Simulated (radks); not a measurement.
All-electron atom: the indium ion In27+ in [Ar] 3d4.

Method: Dirac Kohn-Sham, relativistic LDA (MacDonald-Vosko exchange, VWN5 correlation), spin-unpolarised, spherical densities, finite nucleus; open shells fill j = l - 1/2 first; Fermi nuclear charge, rms radius 4.6156 fm; computed with a radial shooting solver on a logarithmic mesh with Libxc functionals.

Energy parts (eV):
total: -147201.886
kinetic: 154874.962
electron-nucleus: -330751.993
Hartree: 31597.596
exchange-correlation: -2922.450

Orbitals (lengths in bohr, moments of r in powers of bohr; r(90%) holds 90 % of the orbital's charge):
1s1/2: occ. 2; eigenvalue (eV) -28736.85; <1/r> 51.66; <r^4> 3.769e-06; <r> 0.02982; r(90%) 0.0535; small-component weight 3.21e-02
2s1/2: occ. 2; eigenvalue (eV) -5273.695; <1/r> 12.03; <r^4> 0.0006377; <r> 0.1278; r(90%) 0.198; small-component weight 6.85e-03
2p1/2: occ. 2; eigenvalue (eV) -5008.078; <1/r> 12.00; <r^4> 0.0004097; <r> 0.1081; r(90%) 0.177; small-component weight 6.86e-03
2p3/2: occ. 4; eigenvalue (eV) -4797.253; <1/r> 11.22; <r^4> 0.0004762; <r> 0.1132; r(90%) 0.184; small-component weight 6.57e-03
3s1/2: occ. 2; eigenvalue (eV) -1773.584; <1/r> 4.544; <r^4> 0.02229; <r> 0.3279; r(90%) 0.479; small-component weight 2.26e-03
3p1/2: occ. 2; eigenvalue (eV) -1670.940; <1/r> 4.477; <r^4> 0.02039; <r> 0.3151; r(90%) 0.470; small-component weight 2.22e-03
3p3/2: occ. 4; eigenvalue (eV) -1625.724; <1/r> 4.283; <r^4> 0.02260; <r> 0.3240; r(90%) 0.482; small-component weight 2.15e-03
3d3/2: occ. 4; eigenvalue (eV) -1456.441; <1/r> 4.158; <r^4> 0.01595; <r> 0.2875; r(90%) 0.444; small-component weight 2.04e-03
3d5/2: occ. 0; eigenvalue (eV) -1446.378; <1/r> 4.108; <r^4> 0.01645; <r> 0.2902; r(90%) 0.448; small-component weight 2.02e-03

The highest occupied level is 3d3/2 at -1456.4 eV. Summed over all electrons, <r^2> = 1.477 bohr^2, which gives a Langevin (diamagnetic) susceptibility term of -1.17 x 10^-6 cm^3/mol. The density falls to 0.001 e/bohr^3 at r = 0.97 bohr.
